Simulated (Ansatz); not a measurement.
`S[SiH](Cl)[SeH]` + NH₃ → `N[SiH](S)Cl` + H₂Se  (ligand exchange at the Si–Se bond)

Isolated molecules relaxed with PBE0-D4/def2-TZVP in Ansatz; ΔE leaves out vibrations. CCSD(T)/CBS adds triple-zeta CCSD(T) − MP2 to the extrapolated MP2 energy (def2 sets, frozen cores). This one scheme is used for every species. Functionals use def2-TZVPP. For Se outer-core shells are correlated without core-valence functions, which leaves a few kJ/mol of doubt a bond. Scalar relativity is left out up to krypton. One conformer a species, not always the lowest.

`S[SiH](Cl)[SeH]`:

```xyz
7

S     0.607    1.359   -1.133
Si   -0.072    0.278    0.564
Cl    1.529    0.304    1.842
Se   -0.788   -1.807    0.054
H    -0.483    1.052   -1.858
H    -1.216    0.908    1.256
H     0.423   -2.095   -0.726
```

NH₃:

```xyz
4

N     0.039   -0.273    0.059
H     0.021    0.294    0.898
H     0.776    0.093   -0.531
H    -0.836   -0.114   -0.426
```

`N[SiH](S)Cl`:

Cartesian coordinates in Å:
```
N -0.732 1.199 0.205
Si 0.290 -0.150 0.277
S -0.812 -1.744 -0.592
Cl 2.084 0.007 -0.742
H -0.590 1.985 0.818
H -1.190 1.463 -0.653
H 0.671 -0.350 1.689
H 0.279 -2.410 -1.001
```

H₂Se:

```xyz
3

Se   -0.062    0.680    0.039
H     0.964   -0.229   -0.483
H    -0.902   -0.452    0.444
```

```
          species  PBE0 energy (Eh)
`S[SiH](Cl)[SeH]`       -3550.69779
              NH₃         -56.51575
    `N[SiH](S)Cl`       -1204.75063
             H₂Se       -2402.46291
```

Q: Work out ΔE.

A: ΔE = (-1204.75063) + (-2402.46291) − (-3550.69779) − (-56.51575) = 0.00000 Eh = 0.0 kJ/mol. CCSD(T)/CBS gives -0.5 kJ/mol.

Largest T1 diagnostic among the species: 0.010.

In def2-TZVPP, CCSD(T) changes the Hartree–Fock value by +12.5 kJ/mol (the triples alone add +2.8 kJ/mol) and MP2 by +17.4 kJ/mol. From BLYP to BHLYP (50 % exact exchange), in def2-TZVPP and without D4, ΔE moves by −6.1 kJ/mol.
